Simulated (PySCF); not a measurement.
Working out the ionisation energy of Fe

Fe [Ar] 3d6 4s2 (5D) → Fe⁺ [Ar] 3d6 4s1 (6D). Calculation: PySCF 2.14, in dyall-av2z (16s12p7d2f, 101 functions); the non-relativistic Hamiltonian (point nucleus). Frozen: [Ar]; the 25 highest virtual orbitals dropped. Energies in hartree (1 hartree = 27.21139 eV):

```tsv
part	Fe (lower)	Fe⁺ (upper)
UHF	-1262.436467	-1262.202430
MP2 opposite-spin	-0.086709	-0.051020
MP2 same-spin	-0.077838	-0.076338
```

Question: What does Hartree-Fock give?

Answer: (-1262.202430) − (-1262.436467) = 0.234037 hartree = 6.368 eV.

Question: What do MP2 and SCS-MP2 (6/5 opposite-spin, 1/3 same-spin) give?

Answer: The opposite-spin parts differ by 0.971 eV and the same-spin parts by 0.041 eV. MP2: 6.368 + (0.971) + (0.041) = 7.380 eV. SCS-MP2: 6.368 + 1.2 × (0.971) + (0.041)/3 = 7.547 eV.

Measured between the centres of the two terms (NIST): 7.904 eV, so MP2 (valence) is off by -0.524 eV.

The calculation is non-relativistic.

A double-zeta basis recovers only part of the correlation energy.

What remains against the reference includes basis incompleteness, the frozen core and correlation beyond second order.
